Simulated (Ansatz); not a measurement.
Complex (SMILES): F (HF) with C[SiH3] (CH3-SiH3), atoms 1 to 2 the first; geometry from B3LYP-D3(BJ)/def2-TZVP, monomers rigid:
```xyz
10

F     -0.8072     1.2098    -1.0332
H     -0.8337     1.4847    -0.1466
C     -0.8969     2.1476     1.9988
Si    -0.9462     2.6964     3.7994
H     -1.4172     2.8789     1.3758
H      0.1409     2.0657     1.6668
H     -1.3852     1.1755     1.8964
H     -0.2415     1.7083     4.6485
H     -0.2858     4.0143     3.9445
H     -2.3510     2.8086     4.2554
```

Interaction energy at HF with Ansatz (a quantum-chemistry and plane-wave program), kcal/mol, without and with the counterpoise correction (monomers among the partner's ghost functions). Cartesian d functions, on some or all atoms, in 6-31G**; all else is spherical. No added dispersion term, no relativity. Reference, counterpoise-corrected: the value in aug-pcseg-3, -0.42.

```json
[
 {"basis": "STO-3G", "functions": "26", "uncorrected": "1.21"},
 {"basis": "pcseg-1", "functions": "81", "uncorrected": "-1.00"},
 {"basis": "6-31G**", "functions": "84", "uncorrected": "-0.59"},
 {"basis": "cc-pV(D+d)Z", "functions": "86", "uncorrected": "-0.93"},
 {"basis": "aug-cc-pV(D+d)Z", "functions": "141", "uncorrected": "-0.51"},
 {"basis": "6-311++G(2d,2p)", "functions": "159", "uncorrected": "-0.59"},
 {"basis": "def2-TZVPPD", "functions": "244", "uncorrected": "-0.43"},
 {"basis": "6-311++G(3df,3pd)", "functions": "251", "uncorrected": "-0.74"},
 {"basis": "aug-cc-pV(T+d)Z", "functions": "308", "uncorrected": "-0.50"},
 {"basis": "cc-pV(Q+d)Z", "functions": "384", "uncorrected": "-0.59"},
 {"basis": "def2-QZVPP", "functions": "394", "uncorrected": "-0.48"},
 {"basis": "pcseg-3", "functions": "415", "uncorrected": "-0.45"}
]
```

Q: How large is the counterpoise correction in each set?

A: STO-3G 0.70, pcseg-1 1.03, 6-31G** 0.51, cc-pV(D+d)Z 1.07, aug-cc-pV(D+d)Z 0.30, 6-311++G(2d,2p) 0.27, def2-TZVPPD 0.03, 6-311++G(3df,3pd) 0.38, aug-cc-pV(T+d)Z 0.08, cc-pV(Q+d)Z 0.21, def2-QZVPP 0.08, pcseg-3 0.03 kcal/mol. The corrected value lies nearer the reference in 7 of 12 rows.
